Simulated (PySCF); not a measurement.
Dipole response of N⁺ (nitrogen, charge +1)

[He] 2s2 2p2, high-spin 3P determinant. Computed with PySCF 2.14 in aug-cc-pwCVQZ, with the non-relativistic Hamiltonian (point nucleus). Coupled (time-dependent) response in atomic units; α is the mean over directions.

```
method  mean α (bohr³)         α xx, yy, zz  C₆ (like pair)  S(−4)
   UHF           3.930  3.999, 3.896, 3.896           8.229  13.50
   PBE           3.918  3.926, 3.914, 3.914           8.488  10.47
  PBE0           3.869  3.896, 3.855, 3.855           8.308  10.53
 M06-L           4.014  4.096, 3.973, 3.973           8.630  13.30
 B97-3           3.773  3.818, 3.750, 3.750           8.069  9.572
```

S(−4) is the Cauchy moment in α(ω) = α(0) + S(−4) ω² + …

α(iu) at UHF:

```json
{"u (hartree)": "0", "α(iu) (bohr³)": "3.930"}
{"u (hartree)": "0.0500", "α(iu) (bohr³)": "3.897"}
{"u (hartree)": "0.100", "α(iu) (bohr³)": "3.804"}
{"u (hartree)": "0.200", "α(iu) (bohr³)": "3.504"}
{"u (hartree)": "0.300", "α(iu) (bohr³)": "3.147"}
{"u (hartree)": "0.500", "α(iu) (bohr³)": "2.480"}
{"u (hartree)": "0.750", "α(iu) (bohr³)": "1.853"}
{"u (hartree)": "1.00", "α(iu) (bohr³)": "1.417"}
{"u (hartree)": "1.50", "α(iu) (bohr³)": "0.8894"}
{"u (hartree)": "2.00", "α(iu) (bohr³)": "0.6032"}
{"u (hartree)": "3.00", "α(iu) (bohr³)": "0.3265"}
{"u (hartree)": "5.00", "α(iu) (bohr³)": "0.1393"}
```

A single London oscillator, α(iu) = α/(1 + u²/ω²), gives C₆ = (3/4) ω α². Matching the computed C₆ needs ω = 4 × 8.229 / (3 × 3.930²) = 0.710 hartree.

For an ion, C₆ is the dispersion term alone; charge-induced terms of lower order in 1/R come first.

The components differ because the open shell of this determinant is not spherical; for a pure term their mean is the scalar polarisability.
